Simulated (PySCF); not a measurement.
C8H5N5. Atoms are numbered in the order given.

```xyz
18

C     -1.2515     2.4015     0.0000
C      0.1301     2.3941     0.0000
C      0.8085     1.1554     0.0000
N      2.1353     1.0570     0.0000
C      2.6438    -0.1807     0.0000
N      1.9848    -1.3202     0.0000
C      0.6354    -1.2732     0.0000
N     -0.0766    -2.3805     0.0000
C     -1.4187    -2.2915     0.0000
C     -2.1161    -1.1056     0.0000
C     -1.3980     0.1167     0.0000
N     -2.0078     1.2962     0.0000
N      0.0046     0.0031     0.0000
H     -1.7930     3.3540     0.0000
H      0.7322     3.3008     0.0000
H      3.7393    -0.2487     0.0000
H     -1.9595    -3.2444     0.0000
H     -3.2031    -1.0513     0.0000
```

Geometry: B3LYP-D3(BJ)/def2-SVP.

The numbers are results of PBE/pcSseg-1 in PySCF, not measurements.

GIAO shieldings, no solvent; atoms alike by connectivity are averaged. δ = σ(ref) − σ: ¹³C against TMS (σ = 182.0 ppm); ¹⁵N against NH3 (σ = 267.0 ppm); ¹H against TMS (σ = 31.49 ppm), references at their B3LYP-D3(BJ)/def2-TZVP geometries, non-relativistic.

Computed chemical shifts:
| nucleus | atoms | count | δ (ppm) |
|---|---|---|---|
| ¹³C | C5 | 1 | 173.5 |
| ¹³C | C1 | 1 | 166.0 |
| ¹³C | C9 | 1 | 165.5 |
| ¹³C | C3 | 1 | 164.7 |
| ¹³C | C11 | 1 | 160.5 |
| ¹³C | C7 | 1 | 159.9 |
| ¹³C | C10 | 1 | 118.4 |
| ¹³C | C2 | 1 | 115.4 |
| ¹⁵N | N6 | 1 | 292.3 |
| ¹⁵N | N12 | 1 | 290.6 |
| ¹⁵N | N8 | 1 | 287.7 |
| ¹⁵N | N4 | 1 | 268.3 |
| ¹⁵N | N13 | 1 | 230.1 |
| ¹H | H17 | 1 | 7.59 |
| ¹H | H16 | 1 | 7.47 |
| ¹H | H14 | 1 | 7.40 |
| ¹H | H18 | 1 | 5.74 |
| ¹H | H15 | 1 | 5.42 |
